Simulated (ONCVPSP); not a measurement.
# sulfur (S), ONCV: configuration errors across variants

S, optimised norm-conserving Vanderbilt (ONCV), made with ONCVPSP 4.0.1 (LDA (Perdew-Zunger), scalar-relativistic). Core [Ne], reference 3s2 3p4. Waves: 3s: rc 1.50 bohr, ncon 4, nbas 7, qcut 5.3 1/bohr, 3 projectors, debl 2.1 Ha; 3p: rc 1.55 bohr, ncon 3, nbas 7, qcut 6.2 1/bohr, 1 projector. Local part: polynomial inside 1.05 bohr (lpopt 2, dvloc0 3 Ha). Core correction: none.

All-electron excitation energies from the reference (eV): (1) 3s2 3p3 11.863; (2) 3s2 3p2 34.236; (3) 3s2 3p1 68.394; (4) 3s1 3p4 22.660.

A true bound ghost makes a file unfit for plane-wave use even where its test errors are small: the radial tests pick states by their node count and pass the ghost by.

Errors AE − PS in meV (a dash: test not solved or not reliable):

```csv
change,(1),(2),(3),(4),bound ghosts,GHOST(+) flags above zero
base,+3.7,+29,+112,+11,none,s
"all radii scaled by about 0.92 (s 1.38, p 1.42 bohr); local potential polynomial inside 0.96 bohr (lpopt 2, dvloc0 3 Ha)",+3.7,+30,+113,+11,s,s
p: qcut 9.5,+3.5,+30,+116,+9.6,none,s
"local potential polynomial inside 1.25 bohr (lpopt 5, dvloc0 0 Ha)",+4.1,+31,+115,+12,none,s
p: qcut 9.2,+3.5,+30,+116,+9.5,none,s
```

(1) Give the same row for: local potential polynomial inside 1.05 bohr (lpopt 2, dvloc0 0.5 Ha).

Results:

(1) +4.0, +31, +114, +11; bound ghosts: none; GHOST(+) flags above zero: s.
